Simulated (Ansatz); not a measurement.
Two members of one family (Diphenyliodonium salts), computed with Ansatz in the gas phase; def2 core potentials for I, no spin–orbit coupling. Binding counts from free atoms in the multiplicity of their measured ground term, without zero-point energy. A dash marks a value that wasn't run or was left out as unsound. The structures are stationary points that may keep the symmetry of their start. Remarks come from the PBE and PBE0 runs and from stability tests at other levels; not every state was tested. HOMO above LUMO (over both spins in singlets and doublets, within one spin in higher multiplets; at PBE or PBE0), or a gap under 0.15 eV within one spin, warns that the state may not be the lowest or that an electron is smeared out.

First: diphenyliodonium dicyanamide (singlet, charge 0, PBE-D4/def2-SVP geometry).

```xyz
28

N     2.168    0.018   -0.953
C     1.202    0.708   -1.075
N     0.182    1.500   -1.251
C    -0.985    1.413   -0.684
N    -2.073    1.382   -0.192
C    -1.237   -2.235   -3.365
C     0.028   -2.504   -2.819
C     0.282   -2.263   -1.458
C    -0.779   -1.755   -0.700
I    -0.487   -1.550    1.425
C     0.391    0.338    1.978
C     1.787    0.424    2.006
C     2.340    1.621    2.489
C     1.507    2.670    2.909
C     0.110    2.546    2.843
C    -0.479    1.363    2.365
C    -2.047   -1.452   -1.205
C    -2.265   -1.709   -2.567
H    -1.418   -2.421   -4.435
H     0.842   -2.885   -3.452
H     1.284   -2.407   -1.037
H     2.428   -0.376    1.613
H     3.434    1.732    2.510
H     1.954    3.606    3.278
H    -0.542    3.382    3.141
H    -1.566    1.284    2.229
H    -2.814   -0.963   -0.588
H    -3.245   -1.468   -3.005
```

```tsv
level	HOMO (eV)	LUMO (eV)	gap (eV)	vertical triplet (eV)	binding per atom (eV)
PBE-D4/def2-SVP	-4.37	-3.41	0.95	–	5.26
PBE-D4/def2-TZVP	-4.65	-3.49	1.16	2.46	5.19
r2SCAN-D4/def2-TZVP	-4.84	-3.38	1.46	–	4.97
PBE0-D4/def2-SVP	-5.44	-2.65	2.79	–	5.09
PBE0-D4/def2-TZVP	-5.70	-2.67	3.03	2.63	5.03
```

Remarks: restricted SCF unstable in HF.

Second: diphenyliodonium cyclic bis(sulfonyl)imide (singlet, charge 0, PBE-D4/def2-SVP geometry).

Cartesian coordinates in Å:
```
O -1.722 -0.532 -1.721
S -0.535 0.356 -1.652
O -0.618 1.719 -2.222
N 0.069 0.217 -0.140
S 1.465 0.970 0.251
O 1.804 0.549 1.633
O 1.590 2.397 -0.122
C 2.698 0.088 -0.898
F 3.896 0.702 -0.810
F 2.839 -1.199 -0.491
C 2.246 0.096 -2.390
F 2.290 1.367 -2.846
F 3.145 -0.650 -3.097
C 0.827 -0.486 -2.677
F 0.553 -0.324 -3.988
F 0.835 -1.814 -2.396
C 0.755 -3.404 0.298
C -0.565 -3.293 -0.159
C -1.503 -2.537 0.558
C -1.056 -1.926 1.731
I -2.435 -0.671 2.780
C -2.096 1.205 1.816
C -2.822 1.474 0.652
C -2.489 2.643 -0.048
C -1.462 3.479 0.415
C -0.764 3.172 1.591
C -1.069 2.012 2.318
C 0.250 -2.000 2.220
C 1.161 -2.764 1.478
H 1.490 -3.970 -0.293
H -0.871 -3.759 -1.107
H -2.522 -2.402 0.174
H -3.579 0.784 0.260
H -3.002 2.864 -0.994
H -1.173 4.360 -0.174
H 0.069 3.807 1.924
H -0.482 1.734 3.202
H 0.578 -1.451 3.112
H 2.207 -2.815 1.812
```

Problem. Estimate the same table for the second.

Solution. 
```json
{"level": "PBE-D4/def2-SVP", "HOMO (eV)": "-5.62", "LUMO (eV)": "-3.43", "gap (eV)": "2.20", "vertical triplet (eV)": "–", "binding per atom (eV)": "4.87"}
{"level": "PBE-D4/def2-TZVP", "HOMO (eV)": "-6.02", "LUMO (eV)": "-3.53", "gap (eV)": "2.49", "vertical triplet (eV)": "3.38", "binding per atom (eV)": "4.85"}
{"level": "r2SCAN-D4/def2-TZVP", "HOMO (eV)": "-6.38", "LUMO (eV)": "-3.40", "gap (eV)": "2.99", "vertical triplet (eV)": "–", "binding per atom (eV)": "4.64"}
{"level": "PBE0-D4/def2-SVP", "HOMO (eV)": "-7.29", "LUMO (eV)": "-2.65", "gap (eV)": "4.64", "vertical triplet (eV)": "–", "binding per atom (eV)": "4.66"}
{"level": "PBE0-D4/def2-TZVP", "HOMO (eV)": "-7.55", "LUMO (eV)": "-2.72", "gap (eV)": "4.83", "vertical triplet (eV)": "3.78", "binding per atom (eV)": "4.66"}
```

Remarks: gap within one spin near zero at PBE or PBE0 (triplet).
